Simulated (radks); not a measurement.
Ge+, configuration [Ar] 3d10 4s2 4p1 (the NIST ground configuration). All-electron calculation, scalar-relativistic Kohn-Sham, PBE, spin-polarised, spherical densities, finite nucleus; open shells are filled with parallel spins first; Fermi nuclear charge, rms radius 4.0742 fm. Program: a radial shooting solver on a logarithmic mesh with Libxc functionals. Some entries of the table are withheld. Estimate them.

orbital  occ.  eigenvalue (hartree)  <r> (bohr)
1s up       1             -403.1439     0.04700
1s down     1             -403.1426     0.04700
2s up       1             -50.74240      0.2100
2s down     1             -50.74207      0.2100
2p up       3             -44.38297      0.1837
2p down     3             -44.38198      0.1837
3s up       1              -6.52251      0.6242
3s down     1              -6.52101      0.6242
3p up       3                   (1)      0.6471
3p down     3                   (2)      0.6469
3d up       5              -1.40827      0.7364
3d down     5              -1.40449      0.7333
4s up       1              -0.74504       2.033
4s down     1              -0.71000       2.025
4p up       1              -0.42892       2.541
4p down     0              -0.39228       2.560

Answer. 
(1) 3p up eigenvalue (hartree): -4.57984
(2) 3p down eigenvalue (hartree): -4.57800
